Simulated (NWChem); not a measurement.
System: MoSOF$_{2}$; SMILES [O]=[Mo]([F])([F])=[S]

The following NWChem deck was run.

```
start job
memory heap 200 mb stack 900 mb global 1100 mb
geometry units angstroms
  Mo    -0.067491     0.010924    -0.241059
  O      1.131060    -0.309873    -1.304534
  S      0.791019    -0.154398     1.715555
  F     -0.613965     1.690478    -0.324262
  F     -1.332781    -1.224069    -0.255278
end
basis spherical
  * library def2-svp
end
ecp
  Mo library def2-ecp
end
dft
  xc pbe0
  iterations 150
end
driver
  maxiter 120
end
task dft optimize
dft
  grid fine
  convergence energy 1d-8 density 1d-7
end
task dft freq numerical
```

def2 effective core potentials on Mo; no spin-orbit coupling.

The level has its own optimisation; frequencies are unscaled.

Q: What results follow from this input? (PBE0/def2-SVP with def2 effective core potentials on Mo.) Quantities: r Mo–O (Å); r Mo–S (Å); r F–Mo (Å); highest harmonic frequency (cm⁻¹); lowest (cm⁻¹); zero-point energy (kcal/mol).

A: 
```yaml
r Mo–O (Å): 1.656
r Mo–S (Å): 2.100
r F–Mo (Å): 1.833
highest harmonic frequency (cm⁻¹): 1079
lowest (cm⁻¹): 179
zero-point energy (kcal/mol): 6.1
```
